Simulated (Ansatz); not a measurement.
Reaction (ligand exchange at the Al–C bond): `CB[CH](F)[AlH2]` + `C[Si](O)(F)Cl` → `C[Si](F)(Cl)[O][AlH2]` + `CBCF`

Calculated with Ansatz (gas phase, PBE0-D4/def2-TZVP geometries, no zero-point term in ΔE). CCSD(T)/CBS is the MP2 limit (def2-TZVPP, def2-QZVPP) plus CCSD(T) − MP2 in def2-TZVPP, frozen cores. One conformer a species, not always the lowest.

```
             level  ΔE (kJ/mol)
     HF/def2-TZVPP       -229.4
CCSD(T)/def2-TZVPP       -161.5
SCS-MP2/def2-QZVPP       -174.7
    CCSD/CBS(def2)       -172.1
```

Problem. What does CCSD(T)/CBS give? (Best estimate.)

Solution. The calculation gave: -160.3 kJ/mol. The listed levels differ from it by -69.1, -1.2, -14.4, -11.8 kJ/mol.

Largest T1 diagnostic among the species: 0.013.

In def2-TZVPP, CCSD(T) changes the Hartree–Fock value by +67.9 kJ/mol (the triples alone add +11.8 kJ/mol) and MP2 by +67.5 kJ/mol. From PBE to PBE0 (25 % exact exchange), in def2-TZVPP and without D4, ΔE moves by −14.4 kJ/mol. The D4 term adds +4.9 kJ/mol with B3LYP and +2.1 kJ/mol with PBE0; it sums over pairs of atoms, weighted by their polarisabilities, and B3LYP, whose exchange is more repulsive, gets the larger term.

B3LYP here is the variant with VWN-RPA as its local correlation; programs differ in this.
